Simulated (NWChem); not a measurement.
Everything below was run with NWChem. System: HISSi, charge 0, spin multiplicity 1, at a geometry optimised with B3LYP/def2-SVP with def2 effective core potentials on I. The structure started from a generated list of species. Level: PBE0/def2-TZVP with def2 effective core potentials on I.

NWChem printed:

```
             Northwest Computational Chemistry Package (NWChem) 7.3.0
             --------------------------------------------------------

                                NWChem Input Module
                                -------------------

 Scaling coordinates for geometry "geometry" by  1.889725989
 (inverse scale =  0.529177249)

 Turning off AUTOSYM since
 SYMMETRY directive was detected!

                             Geometry "geometry" -> ""
                             -------------------------

 Output coordinates in angstroms (scale by  1.889725989 to convert to a.u.)

  No.       Tag          Charge          X              Y              Z
 ---- ---------------- ---------- -------------- -------------- --------------
    1 Si                  14.0000    -1.30092800     0.88440400     0.00000000
    2 I                   53.0000     0.31477400    -1.05080300     0.00000000
    3 S                   16.0000     0.14594800     2.49070100     0.00000000
    4 H                    1.0000    -0.80520100     3.45968700     0.00000000

 Effective nuclear repulsion energy (a.u.)     352.2421471226

            Nuclear Dipole moment (a.u.)
            ----------------------------
        X                 Y               Z
 ---------------- ---------------- ----------------
    -0.0000056692    -0.0000000000     0.0000000000

      Symmetry information
      --------------------

 Group name             Cs
 Group number              2
 Group order               2
 No. of unique centers     4

      Symmetry unique atoms

     1    2    3    4


 Summary of "ao basis" -> "" (spherical)
 ------------------------------------------------------------------------------
       Tag                 Description            Shells   Functions and Types
 ---------------- ------------------------------  ------  ---------------------
 *                         def2-tzvp                  on all atoms

                                 NWChem DFT Module
                                 -----------------

 Summary of "ao basis" -> "ao basis" (spherical)
 ------------------------------------------------------------------------------
       Tag                 Description            Shells   Functions and Types
 ---------------- ------------------------------  ------  ---------------------
 Si                        def2-tzvp                13       37   5s5p2d1f
 I                         def2-tzvp                16       50   6s5p3d2f
 S                         def2-tzvp                13       37   5s5p2d1f
 H                         def2-tzvp                 4        6   3s1p

 Summary of "ao basis" -> "ao basis" (spherical)
 ------------------------------------------------------------------------------
       Tag                 Description            Shells   Functions and Types
 ---------------- ------------------------------  ------  ---------------------
 Si                        def2-tzvp                13       37   5s5p2d1f
 I                         def2-tzvp                16       50   6s5p3d2f
 S                         def2-tzvp                13       37   5s5p2d1f
 H                         def2-tzvp                 4        6   3s1p

      Symmetry analysis of basis
      --------------------------

        a'         88
        a"         42

            General Information
            -------------------
          SCF calculation type: DFT
          Wavefunction type:  closed shell.
          No. of atoms     :     4
          No. of electrons :    56
           Alpha electrons :    28
            Beta electrons :    28
          Charge           :     0
          Spin multiplicity:     1
          Use of symmetry is: on ; symmetry adaption is: on
          Maximum number of iterations: 100
          AO basis - number of functions:   130
                     number of shells:    46
          Convergence on energy requested:  1.00D-06
          Convergence on density requested:  1.00D-05
          Convergence on gradient requested:  5.00D-04

              XC Information
              --------------
                         PBE0 Method XC Functional
                     Hartree-Fock (Exact) Exchange  0.250
          PerdewBurkeErnzerhof Exchange Functional  0.750
[...]
    11 a"         12 a'         13 a'         14 a"         15 a'
    16 a'         17 a"         18 a'         19 a"         20 a'
    21 a'         22 a'         23 a'         24 a'         25 a"
    26 a'         27 a"         28 a'         29 a"         30 a'
    31 a'         32 a'         33 a'         34 a'         35 a'
    36 a"         37 a'         38 a"

------------------------------------------------------------
EAF file 0: "./mol.aoints.0" size=524288 bytes
------------------------------------------------------------
               write      read    awrite     aread      wait
               -----      ----    ------     -----      ----
     calls:        1         0         0         0         0
   data(b): 5.24e+05  0.00e+00  0.00e+00  0.00e+00
   time(s): 0.00e+00  0.00e+00  0.00e+00  0.00e+00  0.00e+00
rate(mb/s): 0.00e+00  0.00e+00
------------------------------------------------------------

   convergence    iter        energy       DeltaE   RMS-Dens  Diis-err    time
 ---------------- ----- ----------------- --------- --------- ---------  ------
 d= 0,ls=0.0,diis     1   -985.7526309726 -1.19D+03  8.96D-03  7.13D-01     7.3
 d= 0,ls=0.0,diis     2   -985.6864594284  6.62D-02  7.06D-03  7.67D-01     7.9
 d= 0,ls=0.0,diis     3   -985.7933053080 -1.07D-01  1.90D-03  1.31D-01     8.4
 d= 0,ls=0.0,diis     4   -985.8112856313 -1.80D-02  3.90D-04  2.78D-03     9.1
 d= 0,ls=0.0,diis     5   -985.8116547518 -3.69D-04  1.07D-04  2.27D-04     9.6
  Resetting Diis
 d= 0,ls=0.0,diis     6   -985.8116832589 -2.85D-05  3.51D-05  2.57D-05    10.3
 d= 0,ls=0.0,diis     7   -985.8116864952 -3.24D-06  9.83D-06  8.35D-07    10.8
 d= 0,ls=0.0,diis     8   -985.8116865185 -2.33D-08  5.49D-06  8.01D-07    11.5

         Total DFT energy =     -985.811686518523
      One electron energy =    -1868.628555040782
           Coulomb energy =      751.829069517192
    Exchange-Corr. energy =      -68.917906607139
 Nuclear repulsion energy =      199.905705612205

 Numeric. integr. density =       55.999994342245

     Total iterative time =      9.5s

                  Occupations of the irreducible representations
                  ----------------------------------------------

                     irrep           alpha         beta
                     --------     --------     --------
                     a'               21.0         21.0
                     a"                7.0          7.0

                       DFT Final Molecular Orbital Analysis
                       ------------------------------------

 Vector   26  Occ=2.000000D+00  E=-2.941696D-01  Symmetry=a'
              MO Center= -1.0D-01, -4.8D-01, -1.1D-13, r^2= 3.7D+00
   Bfn.  Coefficient  Atom+Function         Bfn.  Coefficient  Atom+Function
  ----- ------------  ---------------      ----- ------------  ---------------
    54      0.442055  2 I  py                48     -0.363822  2 I  py
    51      0.286312  2 I  py                 5     -0.217009  1 Si s
    53      0.208004  2 I  px                57      0.199268  2 I  py
    15      0.178187  1 Si px                47     -0.169460  2 I  px
     4     -0.161377  1 Si s                 50      0.133910  2 I  px

 Vector   27  Occ=2.000000D+00  E=-2.852714D-01  Symmetry=a"
              MO Center=  2.0D-01, -8.1D-02, -1.1D-15, r^2= 4.3D+00
   Bfn.  Coefficient  Atom+Function         Bfn.  Coefficient  Atom+Function
  ----- ------------  ---------------      ----- ------------  ---------------
    55      0.476616  2 I  pz                49     -0.390910  2 I  pz
    52      0.309229  2 I  pz               104     -0.277421  3 S  pz
    58      0.227164  2 I  pz               107     -0.197167  3 S  pz
   101     -0.123066  3 S  pz                95      0.102385  3 S  pz
    46     -0.049711  2 I  pz                27     -0.046944  1 Si d -1

 Vector   28  Occ=2.000000D+00  E=-2.591987D-01  Symmetry=a'
              MO Center= -5.9D-01,  3.4D-01,  7.9D-15, r^2= 4.9D+00
   Bfn.  Coefficient  Atom+Function         Bfn.  Coefficient  Atom+Function
  ----- ------------  ---------------      ----- ------------  ---------------
     5      0.405236  1 Si s                 53      0.382003  2 I  px
    47     -0.311602  2 I  px                 4      0.303254  1 Si s
    15     -0.251842  1 Si px                50      0.248862  2 I  px
    56      0.202419  2 I  px               102      0.186417  3 S  px
     3     -0.178178  1 Si s                103      0.155314  3 S  py

 Vector   29  Occ=0.000000D+00  E=-1.026122D-01  Symmetry=a"
              MO Center= -1.0D+00,  8.9D-01,  1.6D-14, r^2= 3.8D+00
   Bfn.  Coefficient  Atom+Function         Bfn.  Coefficient  Atom+Function
  ----- ------------  ---------------      ----- ------------  ---------------
    20      0.501218  1 Si pz                17      0.493245  1 Si pz
   107     -0.259850  3 S  pz               104     -0.194621  3 S  pz
    58     -0.174093  2 I  pz                55     -0.163232  2 I  pz
     8     -0.156066  1 Si pz                14      0.150629  1 Si pz
    49      0.137096  2 I  pz                52     -0.117327  2 I  pz

 Vector   30  Occ=0.000000D+00  E=-3.440390D-02  Symmetry=a'
              MO Center= -7.4D-01,  3.5D-01, -1.1D-14, r^2= 5.8D+00
   Bfn.  Coefficient  Atom+Function         Bfn.  Coefficient  Atom+Function
  ----- ------------  ---------------      ----- ------------  ---------------
    19      0.635131  1 Si py                43      0.500213  2 I  s
    18     -0.437865  1 Si px                57      0.412784  2 I  py
    56     -0.368252  2 I  px                16      0.344006  1 Si py
     5     -0.323355  1 Si s                 15     -0.249712  1 Si px
     4     -0.233151  1 Si s                 54      0.205019  2 I  py

 Vector   31  Occ=0.000000D+00  E= 2.208354D-03  Symmetry=a'
              MO Center= -8.9D-01,  1.2D+00,  1.8D-15, r^2= 5.4D+00
   Bfn.  Coefficient  Atom+Function         Bfn.  Coefficient  Atom+Function
  ----- ------------  ---------------      ----- ------------  ---------------
   106      0.776675  3 S  py                18      0.694080  1 Si px
    19      0.664605  1 Si py                 5      0.620375  1 Si s
    92     -0.484874  3 S  s                127     -0.475246  4 H  s
    15      0.294012  1 Si px                16      0.289877  1 Si py
     4      0.256304  1 Si s                103      0.222855  3 S  py

 center of mass
 --------------
 x =   0.07447691 y =  -0.25636099 z =   0.00000000

 moments of inertia (a.u.)
 ------------------
        1317.551219571441         229.776216964475           0.000000000000
         229.776216964475         217.709329526585           0.000000000000
           0.000000000000           0.000000000000        1535.260549098026

     Multipole analysis of the density
     ---------------------------------

     L   x y z        total         alpha         beta         nuclear
     -   - - -        -----         -----         ----         -------
     0   0 0 0      0.000000    -28.000000    -28.000000     56.000000

     1   1 0 0     -0.470747      8.092342      8.092342    -16.655431
     1   0 1 0      0.581015    -27.509709    -27.509709     55.600433
     1   0 0 1     -0.000000     -0.000000     -0.000000      0.000000

     2   2 0 0    -39.674198    -68.332188    -68.332188     96.990177
     2   1 1 0     -2.970069     36.629502     36.629502    -76.229073
     2   1 0 1      0.000000      0.000000      0.000000      0.000000
     2   0 2 0    -36.270160   -285.575582   -285.575582    534.881003
     2   0 1 1     -0.000000     -0.000000     -0.000000      0.000000
     2   0 0 2    -39.789430    -19.894715    -19.894715      0.000000

 Task  times  cpu:       11.5s     wall:       11.5s

 Total times  cpu:       11.5s     wall:       11.5s
```

Problem. Write an NWChem input that would produce this output.

Solution. One answer among several that fit: 
```
start mol
memory heap 200 mb stack 800 mb global 1000 mb
geometry units angstroms nocenter noautoz
  Si    -1.300928     0.884404     0.000000
  I      0.314774    -1.050803     0.000000
  S      0.145948     2.490701     0.000000
  H     -0.805201     3.459687     0.000000
  symmetry group Cs
end
basis spherical
  * library def2-tzvp
end
ecp
  I library def2-ecp
end
dft
  xc pbe0
  semidirect memsize 60000000 filesize 0
  iterations 100
end
task dft energy
```
